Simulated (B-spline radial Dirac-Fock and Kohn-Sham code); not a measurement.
Dipole and non-dipole photoemission parameters of Zn 2s

System: neutral zinc in the configuration [Ar] 3d10 4s2; threshold 1196.2 eV (tabulated edge). Method: Dirac-Hartree-Slater photoionisation with a Latter tail; cross sections with all multipoles, angular parameters from the dipole term and its interference with E2. Computed with a B-spline atomic structure program.

For linearly polarised light dσ/dΩ = σ/(4π) [1 + β P₂(cos θ) + (δ + γ cos²θ) sin θ cos φ], with θ from the polarisation vector and φ the angle between the beam and the projection of the electron momentum on the plane normal to the polarisation.

```
hν (eV)  σ (kb)      β       γ
 1253.6     103  1.999   0.894
   1720    63.6  1.999   0.071
   2060    46.8  1.999  -0.051
   2380    36.0  1.999  -0.065
   2690    28.6  1.999  -0.038
   3010       ?      ?       ?
   3370    18.4  1.999   0.079
   3460    17.5  1.999   0.097
   3640    15.8  1.999   0.134
   3680    15.4  1.999   0.143
   4000    13.0  1.999   0.211
   5320    7.05  1.999   0.495
   5960    5.47  1.999   0.624
   6430    4.61  1.999   0.715
  10100    1.59  1.999   1.336
  12000    1.04  1.998   1.604
  15000   0.592  1.998   1.981
```

Question: Give the values at 3010 eV.

Answer: σ = 23.1 kb, β = 1.999, γ = 0.012. For an s subshell δ is negligible.
